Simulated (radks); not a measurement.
The strontium ion Sr2+, configuration [Kr]. Calculated with a radial shooting solver on a logarithmic mesh with Libxc functionals: non-relativistic Kohn-Sham, SCAN, spin-unpolarised, spherical densities, point nucleus; meta-GGA in the generalised Kohn-Sham scheme; relativity is left out, which matters for an element this heavy. Some entries of the table are withheld. Estimate them.

orbital  occ.  eigenvalue (hartree)  <r> (bohr)  r(max) (bohr)
1s          2             -575.6100         (1)            (2)
2s          2             -77.70183         (3)         0.1491
2p          6             -70.73123      0.1523         0.1179
3s          2             -12.58724      0.5019            (4)
3p          6             -10.00982      0.5025            (5)
3d         10                   (6)      0.4966         0.3774
4s          2              -2.00394       1.383          1.216
4p          6              -1.36250       1.552          1.330

Answer. 
(1) 1s <r> (bohr): 0.04019
(2) 1s r(max) (bohr): 0.02656
(3) 2s <r> (bohr): 0.1768
(4) 3s r(max) (bohr): 0.4454
(5) 3p r(max) (bohr): 0.4351
(6) 3d eigenvalue (hartree): -5.38417
